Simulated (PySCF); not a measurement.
## Molecular orbitals of BeI

r²SCAN0 at R = 2.211 Å; Be x2c-SVPall, I x2c-SVPall; spin-free X2C with a Gaussian nucleus (PySCF 2.14). State: ²Σ⁺ (doublet), unpaired electrons σ ↑. Only the outer orbitals are listed, counted within each symmetry.

| spin | orbital | occ. | ε (eV) | on Be (%) | main shells (%) |
| --- | --- | --- | --- | --- | --- |
| α | 11σ | 1 | -19.79 | 5 | 95 I s |
| α | 12σ | 1 | -10.29 | 27 | 70 I p, 23 Be s |
| α | 6π | 1 | -8.19 | 7 | 93 I p |
| α | 6π | 1 | -8.19 | 7 | 93 I p |
| α | 13σ | 1 | -6.37 | 90 | 57 Be s, 34 Be p, 9 I p |
| α | 7π | 0 | -1.44 | 90 | 90 Be p |
| α | 7π | 0 | -1.44 | 90 | 90 Be p |
| β | 11σ | 1 | -19.71 | 5 | 94 I s |
| β | 12σ | 1 | -10.06 | 24 | 73 I p, 16 Be s |
| β | 6π | 1 | -8.17 | 5 | 94 I p |
| β | 6π | 1 | -8.17 | 5 | 94 I p |
| β | 13σ | 0 | -2.24 | 93 | 74 Be s, 18 Be p |
| β | 7π | 0 | -0.35 | 90 | 90 Be p |
| β | 7π | 0 | -0.35 | 90 | 90 Be p |

Q: Which are the highest filled and the lowest empty level, where do they sit, and how wide is the gap?

A: Highest filled α 13σ at -6.37 eV (in %: 57 Be s, 34 Be p, 9 I p); lowest empty β 13σ at -2.24 eV (in %: 74 Be s, 18 Be p); the gap at r²SCAN0 is 4.13 eV.

- bond order (Mayer): 1.24
- ⟨S²⟩: 0.753
- charge on Be (Mulliken, basis-dependent): 0.24
- charge on Be (Löwdin, basis-dependent): -0.06
- dipole moment (positive dipole means Be(−)I(+)): -0.62 D

Spin–orbit coupling is left out. The state is the lowest determinant that a PBE0 search found; another state may lie lower at other levels.
